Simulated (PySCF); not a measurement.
# Reading the logs of faulty runs: GeH6OSi

Calculated results; nothing here was measured. The program is PySCF 2.14.0, an open-source quantum chemistry code, run on an isolated molecule that a program drew, which may never have been made. The molecule is GeH6OSi (charge 0, singlet), drawn as the SMILES string `[OH][GeH2][SiH3]`.

Each row is a Hartree-Fock (HF) and frozen-core CCSD(T) single point in the cc-pV(D+d)Z basis, meant for a local HF minimum. Run 1 is clean. Each other run has one planted mistake out of seven kinds, and not every kind appears here: one electron removed, one electron added, multiplicity raised by two, geometry at a saddle point, minimal basis STO-3G, one bond length entered in bohr, all coordinates scaled. The reference is restricted for singlets and unrestricted otherwise, and also for a bond in bohr. Adding or removing an electron swaps singlet and doublet. Electrons count all cores. HOMO and LUMO are orbital energies over both spins, the gradient is its largest component, and the lowest frequency (negative if imaginary) is given only where the gradient is small. Bond lengths are over the 8 bonds as drawn. T1 is the CCSD diagnostic: over 0.02 (restricted) or 0.045 (unrestricted) a single reference is doubtful. Germanium has the cc-pVDZ-PP basis, with a core potential (ECP10MDF) in place of its 10 inner electrons, and its 3s, 3p and 3d shells are frozen in CCSD(T).

Geometry of the clean run:
```xyz
9
GeH6OSi, angstrom
O     0.1085    2.3794   -1.7987
Ge   -0.8123    1.8644   -0.3518
Si   -0.3582   -0.4500    0.1342
H     1.0487    2.3839   -1.6941
H    -2.2699    2.1092   -0.7366
H    -0.4307    2.7663    0.8327
H     1.0976   -0.6358    0.3473
H    -1.0780   -0.8560    1.3648
H    -0.7948   -1.3070   -0.9915
```

| run | electrons | basis functions | <S^2> | HOMO (eV) | LUMO (eV) | gradient (hartree/bohr) | lowest frequency (cm^-1) | mean bond (Å) | longest bond (Å) | T1 | HF (hartree) | CCSD(T) (hartree) | mistake |
|---|---|---|---|---|---|---|---|---|---|---|---|---|---|
| 1 | 60 | 90 | 0.000 | -10.55 | 3.08 | 2.0e-05 | 98 | 1.5819 | 2.408 | 0.0130 | -660.68086 | -661.13085 | no fault |
| 2 | 60 | 90 | 0.974 | -9.08 | 1.10 | 5.6e-03 | - | 1.8497 | 4.551 | 0.0168 | -660.59633 | -661.02499 | one bond length entered in bohr |
| 3 | 60 | 90 | 2.019 | -4.07 | -2.22 | 3.5e-02 | - | 1.5819 | 2.408 | 0.0446 | -660.45747 | -660.91716 | multiplicity raised by two |
| 4 | 61 | 90 | 0.759 | 2.15 | 8.72 | 4.6e-02 | - | 1.5819 | 2.408 | 0.0162 | -660.58403 | -661.05537 | one electron added |
| 5 | 60 | 90 | 0.000 | -10.42 | 2.79 | 5.4e-02 | - | 1.6768 | 2.553 | 0.0144 | -660.65590 | -661.11471 | ? |
| 6 | 59 | 90 | 0.776 | -16.57 | -7.05 | 6.5e-02 | - | 1.5819 | 2.408 | 0.0863 | -660.33754 | -660.76894 | ? |

**Which mistake was planted in run 5, and what did it cost?**

The mean and the longest bond both change by the same factor, 1.060, and the gradient is no longer small. So the mistake is: all coordinates scaled. Subtracting run 1 and multiplying by 627.51 kcal/mol a hartree, the energy moved by 15.7 kcal/mol in HF and 10.1 kcal/mol in CCSD(T).

**Which mistake was planted in run 6, and what did it cost?**

It counts 59 electrons, one fewer than the clean run, at the same geometry and basis. So the mistake is: one electron removed. Subtracting run 1 and multiplying by 627.51 kcal/mol a hartree, the energy moved by 215.4 kcal/mol in HF and 227.1 kcal/mol in CCSD(T).

Cautions from the logs. Run 4: the HOMO is above zero, so the electron isn't bound and the energy depends on the basis; run 6: T1 is over the limit, so its CCSD(T) energy is less reliable.
